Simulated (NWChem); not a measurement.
System: C4H7O2, doublet; SMILES C([C](C)C)(O)=O

Parts of the log:

```
             Northwest Computational Chemistry Package (NWChem) 7.3.0
             --------------------------------------------------------

                             Geometry "geometry" -> ""
                             -------------------------

 Output coordinates in angstroms (scale by  1.889725989 to convert to a.u.)

  No.       Tag          Charge          X              Y              Z
 ---- ---------------- ---------- -------------- -------------- --------------
    1 C                    6.0000     1.36584500     1.26299000    -0.00111300
    2 C                    6.0000     0.00533700     0.64869500    -0.00098300
    3 C                    6.0000    -1.22373500     1.48677300     0.00056400
    4 C                    6.0000    -0.14921900    -0.80376100    -0.00022000
    5 O                    8.0000    -1.22070500    -1.40910800     0.00083100
    6 O                    8.0000     1.05201900    -1.46484500    -0.00082500
    7 H                    1.0000     1.95898600     0.92843900    -0.88084100
    8 H                    1.0000     1.95587400     0.93718200     0.88405000
    9 H                    1.0000     1.31963800     2.36884100    -0.00691500
   10 H                    1.0000    -2.13160200     0.85604400    -0.00110800
   11 H                    1.0000    -1.24923300     2.15813100     0.88930800
   12 H                    1.0000    -1.24850800     2.16279400    -0.88456300
   13 H                    1.0000     0.81159400    -2.41543100    -0.00025300

 Effective nuclear repulsion energy (a.u.)     235.0396338337

                              NWChem Property Module
                              ----------------------

  itol2e modified to match energy
  convergence criterion.

                                 NWChem DFT Module
                                 -----------------

 Summary of "ao basis" -> "ao basis" (spherical)
 ------------------------------------------------------------------------------
       Tag                 Description            Shells   Functions and Types
 ---------------- ------------------------------  ------  ---------------------
 C                          iglo-ii                 10       22   5s4p1d
 O                          iglo-ii                 10       22   5s4p1d
 H                          iglo-ii                  4        6   3s1p

  itol2e modified to match energy
  convergence criterion.

            General Information
            -------------------
          SCF calculation type: DFT
          Wavefunction type:  spin polarized.
          No. of atoms     :    13
          No. of electrons :    47
           Alpha electrons :    24
            Beta electrons :    23
          Charge           :     0
          Spin multiplicity:     2
          Use of symmetry is: off; symmetry adaption is: off
          Maximum number of iterations: 150
          AO basis - number of functions:   174
                     number of shells:    88
          Convergence on energy requested:  1.00D-07
          Convergence on density requested:  1.00D-05
          Convergence on gradient requested:  5.00D-04

              XC Information
              --------------
                         B3LYP Method XC Potential
                     Hartree-Fock (Exact) Exchange  0.200
                        Slater Exchange Functional  0.800 local
                    Becke 1988 Exchange Functional  0.720 non-local
              Lee-Yang-Parr Correlation Functional  0.810
                  VWN I RPA Correlation Functional  0.190 local

[...]

          ----------------------
          Hyperfine Interactions
          ----------------------

 Total Spin Density (Fermi Contact Term)
 ------------------ --------------------
     Atom            x         y         z       Density (a.u.)      Aiso(MHz)     Aiso(Gauss)
     1  13-C      2.58107   2.38671  -0.00210      -0.025201        -28.330467     -10.108998
     2  13-C      0.01009   1.22586  -0.00186       0.060547         68.066318      24.287714
     3  13-C     -2.31252   2.80959   0.00107      -0.026336        -29.606974     -10.564487
     4  13-C     -0.28198  -1.51889  -0.00042      -0.033913        -38.124386     -13.603706
     5  17-O     -2.30680  -2.66283   0.00157       0.018436        -11.175910      -3.987836
     6  17-O      1.98803  -2.76816  -0.00156      -0.005731          3.474216       1.239685
     7   1-H      3.70195   1.75450  -1.66455       0.019599         87.603317      31.258989
     8   1-H      3.69607   1.77102   1.67061       0.019828         88.630470      31.625502
     9   1-H      2.49375   4.47646  -0.01307       0.000357          1.595665       0.569372
    10   1-H     -4.02814   1.61769  -0.00209       0.000493          2.202419       0.785877
    11   1-H     -2.36071   4.07828   1.68055       0.020724         92.635389      33.054554
    12   1-H     -2.35934   4.08709  -1.67158       0.020572         91.953002      32.811062
    13   1-H      1.53369  -4.56450  -0.00048      -0.000628         -2.806936      -1.001583

           -------------------------------------------
           Anisotropic Interaction (Spin-Dipolar Term)
           -------------------------------------------

 ------------------------------------------------------------
     Atom            x         y         z
 ------------------------------------------------------------
     1  13-C      2.58107   2.38671  -0.00210

   Spin-Dipolar term (a.u.)
        xx             yy             zz             xy             xz             yz
 ------------------------------------------------------------------------------------------
       0.002202      -0.011329       0.009127       0.010674       0.000008       0.000068

   Principal Comp. of -hf- tensor (au)            Anisotropic -hfcc- (MHz)               Anisotropic -hfcc- (Gauss)
 --------------------------------------------------------------------------------------------------------------------------
      0.008072    -0.017201     0.009128       1.083251    -2.308192     1.224942       0.386530    -0.823619     0.437089

   Orientation of the principal axis of Hyperfine Tensor w.r.t absolute (molecular) frame
 --------------------------------------------------------------------------------------------------------------------------
      0.875593    -0.481985     0.032071
      0.481571     0.876177     0.020067
     -0.037772    -0.002126     0.999284

 ------------------------------------------------------------
     Atom            x         y         z
 ------------------------------------------------------------
     2  13-C      0.01009   1.22586  -0.00186

   Spin-Dipolar term (a.u.)
        xx             yy             zz             xy             xz             yz
 ------------------------------------------------------------------------------------------
      -0.483561      -0.480708       0.964269       0.001333       0.000820      -0.000066

   Principal Comp. of -hf- tensor (au)            Anisotropic -hfcc- (MHz)               Anisotropic -hfcc- (Gauss)
 --------------------------------------------------------------------------------------------------------------------------
     -0.484088    -0.480182     0.964270     -64.959924   -64.435879   129.395803     -23.179277   -22.992285    46.171562

   Orientation of the principal axis of Hyperfine Tensor w.r.t absolute (molecular) frame
 --------------------------------------------------------------------------------------------------------------------------
      0.930236     0.366962     0.000566
     -0.366962     0.930236    -0.000045
     -0.000544    -0.000166     1.000000

 ------------------------------------------------------------
     Atom            x         y         z
 ------------------------------------------------------------
     3  13-C     -2.31252   2.80959   0.00107

   Spin-Dipolar term (a.u.)
        xx             yy             zz             xy             xz             yz
 ------------------------------------------------------------------------------------------
      -0.000678      -0.006047       0.006725      -0.011795      -0.000025       0.000035

   Principal Comp. of -hf- tensor (au)            Anisotropic -hfcc- (MHz)               Anisotropic -hfcc- (Gauss)
 --------------------------------------------------------------------------------------------------------------------------
      0.008735    -0.015460     0.006724       1.172207    -2.074522     0.902314       0.418272    -0.740240     0.321968

   Orientation of the principal axis of Hyperfine Tensor w.r.t absolute (molecular) frame
 --------------------------------------------------------------------------------------------------------------------------
      0.781468     0.623730     0.016415
     -0.623606     0.781640    -0.012416
     -0.020575    -0.000534     0.999788

 ------------------------------------------------------------
     Atom            x         y         z
 ------------------------------------------------------------
     4  13-C     -0.28198  -1.51889  -0.00042

   Spin-Dipolar term (a.u.)
        xx             yy             zz             xy             xz             yz
 ------------------------------------------------------------------------------------------
      -0.005397       0.018573      -0.013175       0.013067       0.000026       0.000081

[...]
```

Level: B3LYP/IGLO-II, spin-unrestricted, contact and dipolar terms. Coordinates come from a PBE-D3(BJ)/def2-SVP, spin-unrestricted optimisation. Not confirmed as a minimum by frequencies. No stability test was run on the SCF state.

### Question
Which NWChem input produces such a log?

### Answer
This is not unique; one that fits is the input that was run:
```
start job
memory heap 200 mb stack 900 mb global 1100 mb
geometry units angstroms noautosym nocenter noautoz
  C      1.365845     1.262990    -0.001113
  C      0.005337     0.648695    -0.000983
  C     -1.223735     1.486773     0.000564
  C     -0.149219    -0.803761    -0.000220
  O     -1.220705    -1.409108     0.000831
  O      1.052019    -1.464845    -0.000825
  H      1.958986     0.928439    -0.880841
  H      1.955874     0.937182     0.884050
  H      1.319638     2.368841    -0.006915
  H     -2.131602     0.856044    -0.001108
  H     -1.249233     2.158131     0.889308
  H     -1.248508     2.162794    -0.884563
  H      0.811594    -2.415431    -0.000253
end
basis spherical
  C library iglo-ii
  O library iglo-ii
  H library iglo-ii
end
dft
  odft
  mult 2
  xc b3lyp
  iterations 150
  semidirect filesize 400000000
end
property
  hyperfine
end
task dft property
```
